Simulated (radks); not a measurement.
The numbers below are computed, except where a source is named.
Spherical quantum dot in the effective-mass picture: electrons in a hard-walled sphere of radius 2.92, all in effective atomic units (hartree* = m*/eps^2 hartree, bohr* = eps/m* bohr), one dielectric constant everywhere. Level of theory: non-relativistic Kohn-Sham, PBE, spin-polarised, spherical densities (a radial shooting solver with Libxc functionals). Levels are named by radial order and angular momentum (1s, 1p, 1d, 2s, ...), and open shells are averaged over m. Results are scaled to m* = 0.173 and eps = 16.7, for which hartree* = 16.88 meV and bohr* = 5.108 nm. Each electron was tried in the lowest free levels, single moves between levels near the top were tried too, and the lowest total energy was kept; such a search can miss a lower state. At N = 1 the Hartree and exchange-correlation terms need not cancel, so that row can carry a self-interaction error.

\begin{tabular}{lrrrrrrr}
N & open shells & 2S & E (meV) & mu = E(N) - E(N-1) (meV) & addition energy mu(N+1) - mu(N) (meV) & e(HOMO) (meV) & rms radius (nm) \\ \hline
1 & 1s(up 1, down 0) & 1 & 9.79630 & 9.7963 & 9.419 & 13.420 & 7.968 \\
2 & none & 0 & 29.0120 & 19.216 & 16.28 & 22.812 & 8.266 \\
3 & 1p(up 1, down 0) & 1 & 64.5070 & 35.495 & 7.235 & 39.052 & 8.781 \\
4 & 1p(up 2, down 0) & 2 & 107.237 & 42.730 & 7.447 & 46.438 & 9.063 \\
5 & 1p(up 3, down 0) & 3 & 157.415 & 50.178 & 9.658 & 53.926 & 9.258 \\
6 & 1p(up 3, down 1) & 2 & 217.251 & 59.836 & 7.032 & 63.297 & 9.416 \\
7 & 1p(up 3, down 2) & 1 & 284.119 & 66.868 & 7.238 & 70.469 & 9.542 \\
8 & none & 0 & 358.225 & 74.106 & 18.00 & 77.755 & 9.648 \\
9 & 1d(up 1, down 0) & 1 & 450.332 & 92.106 & 7.021 & 95.606 & 9.788 \\
10 & 1d(up 2, down 0) & 2 & 549.459 & 99.127 & 7.067 & 102.66 & 9.904 \\
11 & 1d(up 3, down 0) & 3 & 655.653 & 106.19 & 7.092 & 109.74 & 10.00 \\
12 & 1d(up 4, down 0) & 4 & 768.939 & 113.29 & 7.104 & 116.84 & 10.09 \\
13 & 1d(up 5, down 0) & 5 & 889.329 & 120.39 & 9.116 & 123.94 & 10.16 \\
14 & 1d(up 5, down 1) & 4 & 1018.84 & 129.51 & 6.902 & 132.95 & 10.23 \\
15 & 1d(up 5, down 2) & 3 & 1155.24 & 136.41 & 6.951 & 139.88 & 10.30 \\
16 & 1d(up 5, down 3) & 2 & 1298.60 & 143.36 & 6.979 & 146.85 & 10.36 \\
17 & 1d(up 5, down 4) & 1 & 1448.94 & 150.34 & 6.996 & 153.83 & 10.41 \\
18 & none & 0 & 1606.28 & 157.33 & 19.84 & 160.84 & 10.46 \\
19 & 1f(up 1, down 0) & 1 & 1783.45 & 177.18 & 6.852 & 180.60 & 10.52 \\
20 & 1f(up 2, down 0) & 2 & 1967.48 & 184.03 & 6.864 & 187.46 & 10.57 \\
21 & 1f(up 3, down 0) & 3 & 2158.37 & 190.89 & 6.873 & 194.33 & 10.62 \\
22 & 1f(up 4, down 0) & 4 & 2356.14 & 197.76 & 6.878 & 201.20 & 10.67 \\
23 & 1f(up 5, down 0) & 5 & 2560.78 & 204.64 & 6.881 & 208.08 & 10.71 \\
24 & 1f(up 6, down 0) & 6 & 2772.31 & 211.52 & 6.883 & 214.97 & 10.75 \\
25 & 1f(up 7, down 0) & 7 & 2990.71 & 218.41 & - & 221.85 & 10.79 \\
\end{tabular}

All shells are closed at N = 2, 8, 18 (there: 1s2 1p6 1d10); the second difference of the energy has clear peaks (12 % above both neighbours; the first and last values, which can be the largest, are not judged, and half-filled shells can peak too) at N = 2, 5, 8, 13, 18.
